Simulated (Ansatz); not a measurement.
Conformers of C6H12O (`OC1CCCCC1`), each relaxed with PBE0-D4/def2-TZVP in Ansatz. CBS adds the triple-zeta coupled-cluster correction to the MP2 limit.

Not all of them had a frequency check.

Conformer A:

Cartesian coordinates in Å:
```
O -0.272 1.261 2.260
C -0.489 0.540 1.060
C 0.293 -0.753 1.160
C 0.149 -1.586 -0.106
C 0.557 -0.795 -1.341
C -0.221 0.511 -1.439
C -0.070 1.334 -0.166
H -0.719 2.108 2.187
H -1.559 0.290 0.965
H 1.347 -0.499 1.326
H -0.042 -1.310 2.039
H -0.895 -1.908 -0.213
H 0.746 -2.498 -0.022
H 1.629 -0.572 -1.289
H 0.406 -1.394 -2.244
H 0.111 1.092 -2.304
H -1.282 0.287 -1.604
H 0.975 1.637 -0.035
H -0.664 2.254 -0.234
```

Conformer B:

Z-matrix (Å, degrees):
```
C
O 1 1.421
C 1 1.519 2 106.9
C 1 1.524 2 111.5 3 -121.7
H 1 1.100 2 109.4 3 117.7
H 2 0.961 1 108.2 3 177.0
C 3 1.523 1 112.1 2 -68.3
H 3 1.096 1 108.1 2 170.7
H 3 1.093 1 108.8 2 54.7
C 4 1.522 1 112.1 2 65.4
H 4 1.097 1 109.5 2 -58.0
H 4 1.097 1 108.2 2 -173.4
C 7 1.523 3 111.2 1 -55.0
H 7 1.095 3 109.0 1 65.7
H 7 1.094 3 109.8 1 -177.6
H 10 1.094 4 110.0 1 177.9
H 10 1.095 4 109.2 1 -65.2
H 13 1.094 7 110.4 3 178.3
H 13 1.098 7 109.3 3 -64.8
```

Problem. Which is lowest in electronic energy at CCSD(T)/CBS (frozen core, def2 sets), and by how much? (Best estimate.)

Solution. Ansatz gave: A; B lies 2.3 kJ/mol higher.

Problem. Give the energies relative to A (kJ/mol) with r2SCAN-D4/def2-TZVPP, ωB97M-V/def2-TZVPP, HF/def2-TZVPP, MP2/def2-TZVPP, CCSD(T)/def2-TZVPP, SCS-MP2/def2-QZVPP, MP2/CBS(def2). (Estimate.)

Solution. Ansatz gave: 
```tsv
level	B
r2SCAN-D4/def2-TZVPP	2.3
ωB97M-V/def2-TZVPP	1.5
HF/def2-TZVPP	3.2
MP2/def2-TZVPP	1.3
CCSD(T)/def2-TZVPP	1.4
SCS-MP2/def2-QZVPP	1.9
MP2/CBS(def2)	2.1
```
